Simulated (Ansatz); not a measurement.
Pb₂O₂ (the lowest singlet isomer of a short search), 4 atoms. Hardware: 4 threads of Arm Neoverse V1 on a shared host.

In the def2 sets Pb takes a core potential; there is no spin–orbit coupling. Correlated methods freeze 10 core orbitals; core or outer-core shells of Pb are correlated, in sets that lack core-valence functions.

Problem. How many basis functions does each of these Ansatz runs have, and roughly what does it cost? PBE0-D4/def2-TZVP, charge 1 doublet at the geometry of the charge 0 singlet, energy; LC-ωPBE (ω = 0.20 bohr⁻¹)/def2-SVP, charge -1 doublet at the geometry of the charge 0 singlet, energy, from earlier orbitals; MP2/def2-TZVP, charge 0 singlet, energy, from earlier orbitals; LC-ωPBE (ω = 0.15 bohr⁻¹)/def2-SVP, charge 0 singlet, energy, from earlier orbitals; HF/def2-TZVP, charge 0 singlet, energy, from earlier orbitals; PBE-D4/def2-TZVP, charge 0 unrestricted singlet, energy, from earlier orbitals; PBE0-D4/def2-SVP, charge 0 quintet, energy with a search over starts; PBE0-D4/def2-TZVP, charge 0 quintet, energy, from earlier orbitals; PBE0-D4/def2-SVP, charge 0 singlet, frequencies; LC-ωPBE (ω = 0.10 bohr⁻¹)/def2-SVP, charge -1 doublet at the geometry of the charge 0 singlet, energy, from earlier orbitals; LC-ωPBE (ω = 0.30 bohr⁻¹)/def2-SVP, charge -1 doublet at the geometry of the charge 0 singlet, energy, from earlier orbitals; PBE0-D4/def2-TZVP, charge 0 triplet, energy, from earlier orbitals.

Solution. Other jobs shared the machine, so times can vary by a factor of up to 3. A dash marks memory too small to be measured apart from the calling script's.

```
                                                                                                                         run  functions  fitting or Cholesky vectors  wall time  peak host memory (GiB)
                                         LC-ωPBE (ω = 0.15 bohr⁻¹)/def2-SVP, charge 0 singlet, energy, from earlier orbitals         80                          878     0.95 s                       –
                                                               HF/def2-TZVP, charge 0 singlet, energy, from earlier orbitals        162                         1508      1.2 s                       –
LC-ωPBE (ω = 0.20 bohr⁻¹)/def2-SVP, charge -1 doublet at the geometry of the charge 0 singlet, energy, from earlier orbitals         80                          878      1.9 s                       –
LC-ωPBE (ω = 0.10 bohr⁻¹)/def2-SVP, charge -1 doublet at the geometry of the charge 0 singlet, energy, from earlier orbitals         80                          878      2.1 s                       –
                                                              MP2/def2-TZVP, charge 0 singlet, energy, from earlier orbitals        162                         1386      2.4 s                       –
                                              PBE-D4/def2-TZVP, charge 0 unrestricted singlet, energy, from earlier orbitals        162                         1066      2.7 s                       –
LC-ωPBE (ω = 0.30 bohr⁻¹)/def2-SVP, charge -1 doublet at the geometry of the charge 0 singlet, energy, from earlier orbitals         80                          878      3.8 s                       –
                                                          PBE0-D4/def2-TZVP, charge 0 triplet, energy, from earlier orbitals        162                         1162      4.9 s                       –
                                                        PBE0-D4/def2-SVP, charge 0 quintet, energy with a search over starts         80                          946      8.5 s                       –
                                                          PBE0-D4/def2-TZVP, charge 0 quintet, energy, from earlier orbitals        162                         1162       10 s                    0.75
                                         PBE0-D4/def2-TZVP, charge 1 doublet at the geometry of the charge 0 singlet, energy        162                         1162       18 s                    0.69
                                                                             PBE0-D4/def2-SVP, charge 0 singlet, frequencies         80                         1014       26 s                       –
```
